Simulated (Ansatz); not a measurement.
Species: SbH2, charge 0, doublet. SbH2 (SMILES [SbH2], doublet).
B3LYP-D3(BJ)/def2-TZVP minimum from Ansatz (a program for electronic structure):
```xyz
3

Sb    -0.0160    -0.0195     0.0381
H     -0.5332     1.2693    -0.9731
H      1.3506    -0.2759    -0.9706
```
Charge 0, spin multiplicity 2.

Total energies in def2-QZVPP, 7 correlated electrons, 9 frozen orbitals. UHF or UKS for unpaired electrons; spin-orbit terms are left out. Correlated methods leave the cores frozen (noble-gas shells, and filled d and f shells in the p block). Past Kr the def2 sets carry scalar-relativistic core potentials. Spin-orbit terms, left out, reach several kcal/mol for Br and I, and more for heavier atoms.

```tsv
method	program	energy (Eh)	minus CCSDT(Q) (mEh)
HF	Ansatz	-240.40576	149.35
MP2	Ansatz	-240.52679	28.32
CCSD	Ansatz	-240.54939	5.72
CCSD(T)	Ansatz	-240.55417	0.94
CCSDT(Q)	Ansatz	-240.55511	0.00
```

Rough core times of Ansatz's runs on a shared machine: CCSD(T) 30 s, CCSDT(Q) 30 min.
